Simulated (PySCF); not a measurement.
chloro(chlorosilylmethyl)silane (CH6Cl2Si2), SMILES C([SiH2]Cl)[SiH2]Cl. Geometry optimised at PBE-D3(BJ)/def2-SVP. Other conformers were not sampled.

Computed equilibrium geometry at PBE-D3(BJ)/def2-SVP (PySCF confirms it by a frequency run) as Cartesian coordinates in Å (one conformer of several):
```xyz
11

Si     1.0656     0.4782     0.2267
Cl     3.0909     0.2538    -0.2399
C      0.0742    -0.8251    -0.7121
Si    -1.6599    -1.0951    -0.0359
Cl    -2.5137     0.7717     0.3735
H      0.6544     1.8613    -0.1717
H      0.9144     0.2857     1.7072
H      0.6190    -1.7929    -0.6533
H      0.0256    -0.5362    -1.7831
H     -1.6061    -1.8631     1.2519
H     -2.5455    -1.8026    -1.0196
```
